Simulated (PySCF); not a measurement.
Ga(F)(OH)(NH2), SMILES [OH][Ga]([NH2])[F] (H3FGaNO), B3LYP/def2-SVP optimised geometry.

```
7

Ga     0.06     0.06     0.00
F      1.82     0.06     0.00
O     -0.76     1.65     0.00
H     -0.14     2.39     0.00
N     -0.82    -1.50    -0.07
H     -1.82    -1.57     0.07
H     -0.35    -2.39     0.06
```

Density from B3LYP/def2-TZVP in PySCF at that geometry.

Minimum of the electron density along straight lines between bonded atoms, close to the bond critical point (lines longer than 1.1 times the sum of covalent radii, or with two minima, are not listed):

```tsv
bond	length / Å	ρ at the minimum / e bohr⁻³	∇²ρ there / e bohr⁻⁵	position (fraction from the first atom)
Ga1–F2	1.761	[?]	0.82	0.49
Ga1–O3	1.780	0.137	[?]	0.48
O3–H4	0.966	0.353	[?]	0.80
Ga1–N5	1.800	0.140	0.58	0.48
N5–H6	1.013	0.332	-1.61	0.74
N5–H7	1.013	0.332	-1.61	0.74
```

Question: Fill in the missing entries.

Answer: 
- Ga1–F2, ρ at the minimum / e bohr⁻³: 0.129
- Ga1–O3, ∇²ρ there / e bohr⁻⁵: 0.72
- O3–H4, ∇²ρ there / e bohr⁻⁵: -2.34
